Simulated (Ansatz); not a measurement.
PbO2H2⁺, relaxed as a doublet with UKS PBE0-D4/def2-TZVP in Ansatz, starting from the PBE0-D4/def2-TZVP geometry of the neutral singlet. Force threshold 0.02 eV/Å.

In the def2 sets Pb takes a core potential; there is no spin–orbit coupling. The relaxation made no stability test and no search for a lower SCF solution. The structure comes from a short search, and lower isomers may exist.

Start:

```xyz
5

Pb    1.059    0.647    0.428
O     0.193    1.001   -1.418
O    -0.380   -0.817    0.837
H    -0.303   -1.253    1.689
H    -0.569    0.422   -1.535
```

| step | energy (eV) | largest force component (eV/Å) | SCF passes |
| --- | --- | --- | --- |
| 1 | -9363.8977 | 0.768 | 28 |
| 2 | -9364.0408 | 0.293 | 34 |
| 3 | -9364.0532 | 0.176 | 31 |
| 4 | -9364.0593 | 0.184 | 29 |
| 5 | -9364.0631 | 0.168 | 31 |
| 6 | -9364.0638 | 0.052 | 28 |
| 7 (rejected) | -9364.0636 | 0.067 | 32 |
| 8 | -9364.0639 | 0.002 | 32 |
| 9 | -9364.0641 | 0.053 | 34 |
| 10 | -9364.0679 | 0.071 | 40 |
| 11 | -9364.0722 | 0.419 | 35 |
| 12 (rejected) | -9364.0575 | 1.371 | 38 |
| 13 | -9364.0811 | 0.361 | 32 |
| 14 | -9364.0943 | 0.393 | 32 |
| 15 | -9364.1139 | 0.464 | 32 |
| 16 | -9364.1622 | 0.355 | 35 |
| 17 | -9364.2187 | 0.329 | 36 |
| 18 | -9364.2543 | 0.174 | 35 |
| 19 | -9364.2622 | 0.103 | 35 |
| 20 (rejected) | -9364.2598 | 0.212 | 31 |
| 21 | -9364.2642 | 0.019 | 28 |
| 22 (rejected) | -9364.2607 | 0.197 | 31 |
| 23 | -9364.2643 | 0.050 | 29 |
| 24 | -9364.2644 | 0.002 | 30 |

Force components are those of the run's own axes.

End:

```xyz
5

Pb    0.288    0.630    0.404
O    -0.139    0.587   -1.611
O    -0.150   -1.215    1.209
H    -0.010   -1.379    2.155
H     0.011    1.376   -2.156
```

By distances, no bond broke or formed. The bond that changes most is Pb1–O3, from 2.09 to 2.06 Å (atoms count from 1).

The force fell under the threshold at step 8, but the optimiser went on and released 0.201 eV more. No frequencies were taken in this run, so the end may be a saddle point.

Hardware: 4 threads of Arm Neoverse V1 on a shared host. Wall time 32 s.
